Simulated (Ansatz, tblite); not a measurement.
Spin states of Pd₂H⁻, each relaxed with r2SCAN-D4/def2-TZVPD in Ansatz. Electronic energies in the gas phase.

In the def2 sets Pd takes a core potential; there is no spin–orbit coupling. The xTB rows come from tblite. B3LYP takes the VWN-RPA correlation. HSE06 is defined as in plane-wave codes, on full-range PBE exchange. Correlated methods freeze no core orbitals; core or outer-core shells of Pd are correlated, in sets that lack core-valence functions. HOMO above LUMO, or a gap near zero within one spin, warns that the state may not be the lowest or that an electron is smeared out. The structure comes from a short search, and lower isomers may exist.

Singlet geometry (Cs within 0.1 Å):

```xyz
3

Pd   -0.544    0.422    1.627
Pd    0.112   -0.831   -0.404
H     0.432    0.409   -1.223
```

Triplet geometry (Cs within 0.1 Å):

Cartesian coordinates in Å:
```
Pd -0.352 0.193 1.905
Pd 0.318 -0.573 -0.349
H 0.034 0.380 -1.556
```

Quintet geometry (Cs within 0.1 Å):

Cartesian coordinates in Å:
```
Pd 0.5090 1.2994 0.6921
Pd -0.1892 -0.2378 -1.0614
H -0.3198 -1.0616 0.3692
```

⟨S²⟩: triplet 2.02 at PBE0-D4/def2-TZVPD (pure 2.00), quintet 6.01 at PBE0-D4/def2-TZVPD (pure 6.00).

Run but left out: HF/STO-3G, B2PLYP/def2-TZVPD (singlet: restricted singlet, unstable in another Hartree–Fock run and untested here); HF/def2-TZVPD, HF/def2-TZVPPD, MP2/def2-TZVPD, MP2/def2-TZVPPD, CCSD/def2-TZVPPD, CCSD(T)/def2-TZVPPD (singlet: restricted singlet, unstable towards broken spin symmetry).

Only these spin states were relaxed.

```json
{"level": "GFN1-xTB", "triplet − singlet (kJ/mol)": "165.7", "quintet − singlet (kJ/mol)": "647.3", "lowest of these": "singlet", "remarks": "–"}
{"level": "GFN2-xTB", "triplet − singlet (kJ/mol)": "55.3", "quintet − singlet (kJ/mol)": "411.8", "lowest of these": "singlet", "remarks": "–"}
{"level": "LDA (SPW92)/def2-TZVPD", "triplet − singlet (kJ/mol)": "44.3", "quintet − singlet (kJ/mol)": "249.0", "lowest of these": "singlet", "remarks": "HOMO above zero (quintet), HOMO above zero (singlet), HOMO above zero (triplet), gap within one spin near zero (quintet), gap within one spin near zero (triplet), restricted, untested (singlet)"}
{"level": "PBE-D4/def2-TZVPD", "triplet − singlet (kJ/mol)": "35.2", "quintet − singlet (kJ/mol)": "228.4", "lowest of these": "singlet", "remarks": "HOMO above zero (quintet), HOMO above zero (singlet), HOMO above zero (triplet)"}
{"level": "RPA@PBE/def2-TZVPD", "triplet − singlet (kJ/mol)": "11.3", "quintet − singlet (kJ/mol)": "156.1", "lowest of these": "singlet", "remarks": "test for broken spin undecided (singlet)"}
```

(1) Estimate the rows for r2SCAN-D4/def2-TZVPD, r2SCANh-D4/def2-TZVPD, B3LYP-D4/def2-TZVPD, PBE0-D4/def2-TZVPD, HSE06-D4/def2-TZVPD.

Results:

(1) 
```csv
level,triplet − singlet (kJ/mol),quintet − singlet (kJ/mol),lowest of these,remarks
r2SCAN-D4/def2-TZVPD,22.5,195.6,singlet,"HOMO above zero (quintet), HOMO above zero (singlet), HOMO above zero (triplet)"
r2SCANh-D4/def2-TZVPD,20.4,196.9,singlet,"HOMO above zero (quintet), HOMO above zero (singlet), HOMO above zero (triplet)"
B3LYP-D4/def2-TZVPD,31.2,232.7,singlet,"HOMO above zero (quintet), HOMO above zero (singlet), HOMO above zero (triplet)"
PBE0-D4/def2-TZVPD,28.2,210.5,singlet,"HOMO above zero (quintet), HOMO above zero (singlet), HOMO above zero (triplet)"
HSE06-D4/def2-TZVPD,28.7,211.9,singlet,"HOMO above zero (quintet), HOMO above zero (singlet), HOMO above zero (triplet)"
```

The xTB methods have no term that favours high spin, so they put low spin too low.
